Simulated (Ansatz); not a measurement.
Reaction (ligand exchange at the In–O bond): `[NH2][In]([OH])[O][SiH3]` + `CNC` → `C[N](C)[In]([NH2])[OH]` + `O[SiH3]`

Calculated with Ansatz (gas phase, PBE0-D4/def2-TZVP geometries, no zero-point term in ΔE). CCSD(T)/CBS adds triple-zeta CCSD(T) − MP2 to the extrapolated MP2 energy (def2 sets, frozen cores). Functionals use def2-TZVPP. Elements past krypton have def2 core potentials. For In outer-core shells are correlated without core-valence functions, which leaves a few kJ/mol of doubt a bond. One conformer a species, not always the lowest.

(1) Is it downhill or uphill in electronic energy at CCSD(T)/CBS, and by how much? (An estimate is asked.)

(2) What do these levels give: LDA (SPW92), PBE-D4, revPBE-D4, B97M-V, r2SCANh, CAM-B3LYP, RPA@PBE/def2-TZVPP, CCSD/def2-SVP, HF/def2-TZVPP, HF/def2-QZVPP, MP2/def2-QZVPP, CCSD/CBS(def2)? (Best estimate.)

Largest T1 diagnostic among the species: 0.016.

Answers

(1) Ansatz gave: Uphill: ΔE = +11.2 kcal/mol.

(2) Computed: LDA (SPW92) 9.3, PBE-D4 11.0, revPBE-D4 11.0, B97M-V 14.0, r2SCANh 12.6, CAM-B3LYP 12.9, RPA@PBE/def2-TZVPP 11.1, CCSD/def2-SVP 13.4, HF/def2-TZVPP 16.0, HF/def2-QZVPP 16.2, MP2/def2-QZVPP 10.4, CCSD/CBS(def2) 11.7 kcal/mol.

The D4 term adds −1.0 kcal/mol with B3LYP and −0.6 kcal/mol with PBE0; it sums over pairs of atoms, weighted by their polarisabilities, and B3LYP, whose exchange is more repulsive, gets the larger term. At CCSD(T), def2-SVP lies +1.8 kcal/mol from the extrapolated value and def2-TZVPP +0.1 kcal/mol.

B3LYP here is the variant with VWN-RPA as its local correlation; programs differ in this.
